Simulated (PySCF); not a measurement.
**Correlation energy of N²⁺ (nitrogen, charge +2)**

[He] 2s2 2p1, 2P determinant. Computed with PySCF 2.14 in Sapporo-DZP-2012, with scalar relativity by spin-free X2C-1e. Frozen: 1s2; 3 electrons correlated.

MP2 pair energies summed by pair of shells (mhartree):

```
 pair  energy  share (%)
2s-2s  -30.49       63.0
2s-2p  -17.90       37.0
```

Total MP2 correlation energy: -48.39 mhartree.

Same-spin part -2.83 and opposite-spin part -45.56 mhartree; SCS-MP2 scales them by 1/3 and 6/5 to -55.61 mhartree.

```
  level  correlation energy (mhartree)
   CCSD                         -77.59
    (T)                          -0.60
CCSD(T)                         -78.19
```

Diagnostics: T1 = 0.0073, D1 = 0.0140, largest double amplitude 0.138.

Task: Is a single reference adequate?

Result: Mostly. T1 lies below 0.03, but a double amplitude of this size points to a near-degeneracy that CCSD handles and MP2 describes poorly.
